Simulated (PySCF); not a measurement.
## `N#CC[Si@H](F)[Si@H](F)[SiH3]`, C$_{2}$H$_{7}$F$_{2}$NSi$_{3}$

Geometry:
```
atom   x (Å)   y (Å)   z (Å)
  N1  -3.198  -0.815   1.389
  C2  -2.689  -0.512   0.409
  C3  -2.022  -0.108  -0.784
 Si4  -0.689   1.237  -0.443
  F5  -0.032   1.402  -1.923
 Si6   0.949   0.409   0.961
  F7   1.723   1.730   1.512
 Si8   2.565  -1.014   0.078
  H9  -1.554  -0.984  -1.238
 H10  -2.764   0.273  -1.489
 H11  -1.378   2.516  -0.281
 H12   0.320  -0.067   2.197
 H13   3.317  -0.384  -1.011
 H14   3.535  -1.469   1.077
 H15   1.911  -2.205  -0.476
```

Level of theory: PySCF, TDDFT CAM-B3LYP/def2-SVPD circular dichroism and optical rotation, one conformer, gas phase. Geometry: GFN2-xTB.

The molecule is flexible and this is one conformer; a measurement averages over conformers.

Task: What are the CIP labels of the stereocentres?

Result: Si4 R, Si6 R.

Task: List the lowest 12 singlet excitations with oscillator and rotatory strengths.

Result: Rotatory strengths R in 10⁻⁴⁰ esu² cm², velocity form and length form (origin at the centre of mass); f in length form.
```csv
state,E (eV),λ (nm),f,R (velocity),R (length),main
1,5.81,214,0.065,-21.1,-20.0,HOMO→LUMO 0.87
2,6.27,198,0.051,-67.8,-64.9,"HOMO→LUMO+1 0.63, HOMO−1→LUMO 0.18"
3,6.43,193,0.089,+123.8,+119.3,"HOMO−1→LUMO 0.46, HOMO→LUMO+1 0.23"
4,7.04,176,0.098,+25.5,+25.5,"HOMO−2→LUMO 0.38, HOMO−1→LUMO+1 0.27"
5,7.20,172,0.008,-8.4,-7.9,"HOMO−1→LUMO+1 0.53, HOMO−2→LUMO 0.23"
6,7.42,167,0.017,-34.0,-33.0,"HOMO−2→LUMO+1 0.72, HOMO−1→LUMO+1 0.08"
7,7.50,165,0.028,-8.1,-7.3,"HOMO→LUMO+2 0.49, HOMO→LUMO+5 0.08"
8,7.60,163,0.026,-8.2,-6.5,"HOMO→LUMO+2 0.24, HOMO−1→LUMO+2 0.12"
9,7.82,159,0.004,-4.1,-4.3,HOMO−3→LUMO 0.59
10,7.96,156,0.004,-17.2,-16.8,"HOMO−3→LUMO+1 0.42, HOMO−3→LUMO 0.10"
11,8.01,155,0.012,-4.4,-4.2,"HOMO−4→LUMO 0.58, HOMO→LUMO+3 0.14"
12,8.03,154,0.066,+73.4,+71.6,"HOMO−4→LUMO 0.16, HOMO−1→LUMO+2 0.11"
```

Among the states computed, the strongest CD band (largest |R|) is state 3. The largest dissymmetry factor in size, g = 4R/(D+G), with D and G the electric and magnetic dipole strengths, is -0.056 for state 10 (velocity form, f = 0.004), among bands with |R| over 0.5. The mirror image has the same energies and oscillator strengths and all R with the opposite sign.
